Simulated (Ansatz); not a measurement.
`COC(C)=N` and `CO[C](=N)[SnH3]` differ in one atom or group.

Ansatz, PBE0-D4/def2-TZVP geometries, multiplicity 1. Each molecule was computed in one conformer, which needn't be the lowest.

Elements past krypton have def2 core potentials.

| property | `COC(C)=N` |
| --- | --- |
| size of the dipole moment (ωB97M-V/def2-TZVPP) / D | 1.32 |
| HOMO–LUMO gap (PBE0/def2-TZVPP) / eV | 8.54 |
| HOMO energy (B3LYP/def2-TZVPP) / eV | -7.45 |
| LUMO energy (PBE/def2-TZVPP) / eV | -0.25 |
| size of the dipole moment (B3LYP/def2-TZVPP) / D | 1.27 |
| HOMO–LUMO gap (B3LYP/def2-TZVPP) / eV | 8.03 |

What does the change do to each property? (Best estimate.)

Computed: 
| property | `CO[C](=N)[SnH3]` | shift |
| --- | --- | --- |
| size of the dipole moment (ωB97M-V/def2-TZVPP) / D | 2.33 | 1.01 |
| HOMO–LUMO gap (PBE0/def2-TZVPP) / eV | 7.72 | -0.82 |
| HOMO energy (B3LYP/def2-TZVPP) / eV | -7.40 | 0.05 |
| LUMO energy (PBE/def2-TZVPP) / eV | -0.93 | -0.68 |
| size of the dipole moment (B3LYP/def2-TZVPP) / D | 2.37 | 1.10 |
| HOMO–LUMO gap (B3LYP/def2-TZVPP) / eV | 7.24 | -0.79 |

With PBE0 the HOMO rises by 0.05 eV and the LUMO falls by 0.79 eV, so the gap narrows by about 0.84 eV. PBE moves the HOMO by -0.02 eV and ωB97M-V by 0.09 eV. Dipoles are sizes alone; their direction can turn.

B3LYP here is the variant with VWN-RPA as its local correlation; programs differ in this.
